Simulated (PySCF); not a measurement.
**Electronic absorption of C3H10P2Si2**

C₃H₁₀P₂Si₂.
InChI=1S/C3H10P2Si2/c1-2-3(1)7-4-6-5-7/h3-5,7H,1-2,6H2

Theory: PySCF 2.14.0, density-fitted response routines, TDDFT PBE0/def2-SVPD, vertical, gas phase, core orbitals frozen in the response. Isolated species at its GFN2-xTB geometry (one conformer only).

Question: What does the calculation give for the low-lying excited states?

Answer: 

```
state  E (eV)  ν̃ (cm⁻¹)       f  main configurations (H = HOMO, L = LUMO)
   S1    4.47      36040  0.0027                                 H→L (98%)
   S2    4.70      37950  0.0002                  H→L+2 (85%), H→L+1 (13%)
   S3    4.75      38350  0.0019                  H→L+1 (86%), H→L+2 (13%)
   S4    5.74      46280   0.047                               H→L+3 (97%)
   S5    5.93      47860   0.011                               H-1→L (92%)
   S6    5.97      48140  0.0003                             H-1→L+1 (87%)
   S7    6.20      49980  0.0053   H-1→L+2 (44%), H-2→L (23%), H→L+6 (10%)
   S8    6.34      51160  0.0019                               H→L+4 (78%)
```

Triplets (Tamm–Dancoff): T1 4.14 eV, H→L (47%), H→L+2 (45%); T2 4.21 eV, H→L (49%), H→L+2 (44%); T3 4.41 eV, H→L+1 (89%).

The lowest singlet comes at 277 nm (431 kJ/mol) in the ultraviolet; it is very weak; its leading configuration is HOMO→LUMO (98%). The most intense listed level is S4 at 5.74 eV (216 nm, f = 0.047), 1.27 eV above S1. Löwdin shares by element: HOMO phosphorus 77%, silicon 14%; LUMO silicon 36%, phosphorus 30% (atoms not listed hold the other 34%). The listed states span 1.87 eV, and the widest gap between neighbours is 0.98 eV (S3 to S4). Weighted by f, the mean energy of these states is 5.74 eV. Of the 8 states listed, 2 reach f = 0.01 and 2 stay under 0.0005. Only the lowest 8 singlets were computed, as vertical energies without vibronic structure.
